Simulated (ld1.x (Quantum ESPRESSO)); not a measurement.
# u(r) = r·R(r): atom against pseudo-atom (gallium (Ga))

Columns: radius, all-electron u(r) and pseudo u(r) of the 3s shell (level -156.09 eV) of gallium in the configuration [Ne] 3s2 3p6 3d10 4s2 4p0; PBEsol, scalar-relativistic, TM scheme, ld1.x (Quantum ESPRESSO) 7.5.

| r (bohr) | all-electron | pseudo |
| --- | --- | --- |
| 0.068 | -0.0776 | 0.2140 |
| 0.135 | -0.7243 | 0.4202 |
| 0.202 | -0.5418 | 0.6168 |
| 0.270 | 0.0319 | 0.8018 |
| 0.338 | 0.6123 | 0.9661 |
| 0.405 | 1.0337 | 1.1009 |
| 0.473 | 1.2820 | 1.2021 |
| 0.540 | 1.3778 | 1.2589 |
| 0.608 | 1.3674 | 1.2675 |
| 0.675 | 1.2900 | 1.2274 |
| 0.742 | 1.1759 | 1.1458 |
| 0.810 | 1.0440 | 1.0337 |
| 0.878 | 0.9097 | 0.9076 |
| 0.945 | 0.7835 | 0.7833 |
| 1.013 | 0.6659 | 0.6659 |
| 1.080 | 0.5626 | 0.5626 |
| 1.148 | 0.4708 | 0.4708 |
| 1.215 | 0.3928 | 0.3928 |
| 1.283 | 0.3254 | 0.3254 |
| 1.350 | 0.2692 | 0.2692 |
| 1.418 | 0.2213 | 0.2213 |
| 1.485 | 0.1820 | 0.1820 |
| 1.553 | 0.1489 | 0.1489 |
| 1.620 | 0.1219 | 0.1219 |
| 1.688 | 0.0994 | 0.0994 |
| 1.755 | 0.0811 | 0.0811 |

**Question.** How many radial nodes do the two functions have?

**Answer.** The all-electron 3s function has n − l − 1 = 2 (the table is too coarse to show those close to the nucleus); the pseudo-wave has 0, since the states of the same l below it are removed with the core.

**Question.** At about which radius was the pseudo-wave matched?

**Answer.** 1.05 bohr. The columns agree to 0.0005 from 0.94 bohr on; several derivatives are matched, so the curves merge somewhat inside the radius.

**Question.** Where does each function peak?

**Answer.** Outermost all-electron maximum near 0.54 bohr, pseudo maximum near 0.61 bohr (to the table’s step).

**Question.** Is the pseudo-wave norm-conserving?

**Answer.** Yes: the TM scheme keeps the norm inside the radius equal to the all-electron one, which fixes the energy derivative of the logarithmic derivative at the level.
